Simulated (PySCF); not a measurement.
## Which orbitals make which state

Species: C2H10GaNSi2.
SMILES: `[SiH3]C#[N+][GaH2-][CH2][SiH3]`

Computed, not measured: TDDFT CAM-B3LYP/def2-SVPD, vertical, gas phase, core orbitals frozen in the response (PySCF 2.14.0, density-fitted response routines). Isolated species at its GFN2-xTB geometry (one conformer only). Relativistic effects, spin–orbit coupling among them, are left out although an element past zinc is present. Torsions of this conformer, `[SiH3:1][C:2]#[N+:3][GaH2-:4][CH2:5][SiH3:6]`: N3–Ga4–C5–Si6 -59°.

Orbital energies (eV): HOMO-3 -10.41, HOMO-2 -10.09, HOMO-1 -8.52, HOMO -8.20, LUMO -0.57, LUMO+1 -0.53, LUMO+2 0.22.

Q: Among the lowest singlets, which states do these configurations lead, and at what energies: HOMO→LUMO+2, HOMO-1→LUMO+1, HOMO→LUMO+1?

A: 

```csv
state,leading configuration,weight,Δε (eV),E (eV),E − Δε (eV),f,other configurations
S2,HOMO→LUMO+1,0.78,7.66,5.20,-2.46,0.023,H-1→L (16%)
S4,HOMO-1→LUMO+1,0.65,7.99,5.52,-2.47,0.184,"H→L (16%), H-1→L (16%)"
S5,HOMO→LUMO+2,0.64,8.42,6.52,-1.90,0.020,H→L+3 (15%)
```

E − Δε runs from -2.47 to -1.90 eV. Among themselves, these states come in the order of their orbital differences. Δε is the difference of the two orbital energies.

H and L stand for HOMO and LUMO. The other states: S1 5.07 eV, f 0.0063, H→L (60%), H-1→L (24%), H→L+1 (10%); S3 5.30 eV, f 0.012, H-1→L (39%), H-1→L+1 (30%), H→L (19%); S6 6.75 eV, f 0.031, H-1→L+2 (46%), H→L+4 (14%), H-1→L+3 (13%); S7 6.84 eV, f 0.075, H→L+4 (36%), H→L+7 (18%), H-1→L+2 (16%); S8 6.98 eV, f 0.0034, H→L+3 (49%), H→L+2 (29%).

Triplets, Tamm–Dancoff:

```json
{"state": "T1", "E (eV)": "4.85", "λ (nm)": "255.6", "main configurations (H = HOMO, L = LUMO)": "H→L (31%), H→L+1 (28%), H-1→L+1 (27%)"}
{"state": "T2", "E (eV)": "4.96", "λ (nm)": "249.7", "main configurations (H = HOMO, L = LUMO)": "H→L (52%), H-1→L+1 (22%), H→L+1 (10%)"}
{"state": "T3", "E (eV)": "5.08", "λ (nm)": "244.1", "main configurations (H = HOMO, L = LUMO)": "H-1→L (60%), H→L+1 (19%)"}
```

Summed over the main configurations (up to three a state, each over 8%) of all 8 singlets, the electron leaves HOMO with weight 4.08 and HOMO-1 with weight 2.65.
